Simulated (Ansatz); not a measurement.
# Ligand exchange: Al(CH3)F2 + SnCl4 → AlClF2 + Sn(CH3)Cl3

Gas-phase species: Al(CH3)F2, singlet; SnCl4 (tin tetrachloride) `[Cl][Sn]([Cl])([Cl])[Cl]`, singlet; AlClF2 `[F][Al]([F])[Cl]`, singlet; Sn(CH3)Cl3 (methyltin trichloride), singlet. The partners trade CH3 for Cl: Al–CH3 and Sn–Cl bonds give way to Al–Cl and Sn–CH3.

Shapes, held fixed at every level: PBE0-D4/def2-TZVP. Programs: Ansatz 0.2.0. Electronic energies: no zero-point or thermal term.

| level | kind | ΔE (kJ/mol) | less CCSD(T)/def2-TZVPP |
| --- | --- | --- | --- |
| HF/def2-SVP | Hartree–Fock | -73.4 | +3.6 |
| r2SCAN-D4/def2-TZVPP | meta-GGA | -70.1 | +6.9 |
| PBE0-D4/def2-TZVPP | global hybrid | -67.0 | +10.0 |
| r2SCAN0-D4/def2-TZVPP | global hybrid | -72.3 | +4.7 |
| B2PLYP/def2-TZVPP | double hybrid | -70.9 | +6.1 |
| MP2/def2-SVP | perturbation theory | -70.2 | +6.8 |
| CCSD/def2-SVP | coupled cluster or CI | -68.9 | +8.1 |
| CCSD(T)/def2-TZVPP | coupled cluster or CI | -77.0 | 0.0 |

The highest level, CCSD(T)/def2-TZVPP, gives ΔE = -77.0 kJ/mol; the levels span -77.0 to -67.0. The column of differences is taken from that level and isn't an error. No measured value is set beside it here. For atoms past krypton def2 sets carry core potentials with scalar relativity. Outer-core shells of Sn are correlated, in sets that cover them unevenly. CCSD(T)/def2-TZVPP lies outside the range of the other correlated levels here, so it shouldn't be taken on trust.
